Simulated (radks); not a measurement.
The numbers below are computed, except where a source is named.
The nuclear charge of the cobalt ion Co+ is varied continuously with 26 electrons held in [Ar] 3d8. Level of theory: non-relativistic Kohn-Sham, PBE, spin-polarised, spherical densities, point nucleus; open shells are filled with parallel spins first (a radial shooting solver on a logarithmic mesh with Libxc functionals). By the Hellmann-Feynman theorem dE/dZ = E(electron-nucleus)/Z, the electronic potential at the nucleus.

\begin{tabular}{lrrrrr}
Z & E (hartree) & E(electron-nucleus)/Z (hartree) & HOMO & e(HOMO) (eV) & <r> HOMO (bohr) \\ \hline
26.6 & -1333.93346 & -119.491 & 3d & -6.348 & 1.279 \\
26.8 & -1357.95149 & -120.689 & 3d & -8.716 & 1.215 \\
27 & -1382.20866 & -121.882 & 3d & -11.319 & 1.161 \\
27.2 & -1406.70421 & -123.073 & 3d & -14.142 & 1.115 \\
27.4 & -1431.43752 & -124.260 & 3d & -17.173 & 1.075 \\
27.6 & -1456.40803 & -125.445 & 3d & -20.401 & 1.039 \\
27.8 & -1481.61525 & -126.627 & 3d & -23.819 & 1.006 \\
28 & -1507.05876 & -127.808 & 3d & -27.419 & 0.9769 \\
\end{tabular}

The central difference of E at Z = 27 is -121.882 hartree, to compare with the third column; the second derivative is -5.96 hartree.
